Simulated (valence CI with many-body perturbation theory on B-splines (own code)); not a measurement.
# Missing levels of Xe15+

Level of theory: relativistic CI+MBPT: three valence electrons over a frozen Dirac-Fock core [Kr], a basis of 7 s, 7 p, 8 d, 6 f, 4 g, 1 h functions for each j, with the one-electron correlation potential Σ1 (screened to all orders), the two-electron term Σ2, the three-electron term Σ3, Breit, model QED; selected single and double excitations, second order for the rest, scaled by the run's own slope (own B-spline code, finite nucleus).

No measured levels were compared; by estimate terms of the open shell hold to 2 to 4 % of their energy, and close levels can change places. Excitations out of the core, of the other parity, are not computed and may begin above about 64.6 eV (a cautious bound); beyond it only levels of the ground parity were kept, without lifetimes.

| Level | E (cm⁻¹) |
| --- | --- |
| 4d³ ⁴F_3/2 | 0.0 |
| 4d³ ⁴F_5/2 | 11516 |
| 4d³ ⁴F_7/2 | ? |
| 4d³ ⁴F_9/2 | ? |
| 4d³ ⁴P_3/2 | 29000 |
| 4d³ ⁴P_1/2 | 33104 |
| 4d³ ²G_7/2 | ? |
| 4d³ ²H_9/2 | 45450 |
| 4d³ ⁴P_5/2 | ? |
| 4d³ ²D_3/2 [a] | 54171 |
| 4d³ ²P_1/2 | ? |
| 4d³ ²H_11/2 | 61131 |
| 4d³ ²D_5/2 [a] | 66770 |
| 4d³ ²G_9/2 | 70211 |
| 4d³ ²F_5/2 | 77658 |
| 4d³ ²F_7/2 | 78800 |
| 4d³ ²P_3/2 | 79195 |
| 4d³ ²D_3/2 [b] | ? |
| 4d³ ²D_5/2 [b] | 119550 |
| 4d²5s ⁴F_3/2 | 917580 |

Names give the largest LS component (configuration and term), which can be under half, so a name can repeat, a term be missing and a line seem to break the LS rules; names also repeat where a configuration has a term twice. Letters in brackets count levels of one name in rising energy.

(1) The levels stand in rising order. What does the calculation give for the missing energies?

Answers

(1) 4d³ ⁴F_7/2 21000; 4d³ ⁴F_9/2 27422; 4d³ ²G_7/2 43931; 4d³ ⁴P_5/2 47340; 4d³ ²P_1/2 57697; 4d³ ²D_3/2 [b] 117500.
